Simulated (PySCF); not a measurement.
BGeH6NO2, SMILES [NH](B(O)O)[GeH3]. Geometry: PBE0-D3(BJ)/def2-SVP. The structure was generated by enumeration, and PubChem lists no compound with its InChIKey, so it may never have been made. Other conformers were not sampled.

Method: PySCF with PBE0-D3(BJ)/def2-SVP.

Harmonic wavenumbers (cm⁻¹): 91, 110, 121, 305, 346, 461, 470, 489, 597, 637, 674, 751, 864, 875, 898, 926, 985, 1018, 1192, 1460, 1490, 2154, 2164, 2171, 3681, 3936, 3950. Rotational constants (GHz): 8.855, 1.486, 1.293; symmetry number 1.

Q: Work out the zero-point energy and the ideal-gas rigid-rotor harmonic-oscillator thermochemistry at 298.15 K and 1 atm.

A: ZPE = ½ Σ hcν = ½ × 32814 cm⁻¹ = 46.91 kcal/mol. H − E(el) = 52.12 kcal/mol. Entropy in cal/(mol K): translation 40.62, rotation 27.34, vibration 17.04, total 85.00. G − E(el) = 26.78 kcal/mol. Cp = 27.76 cal/(mol K). Modes under 150 cm⁻¹ make the vibrational entropy uncertain.
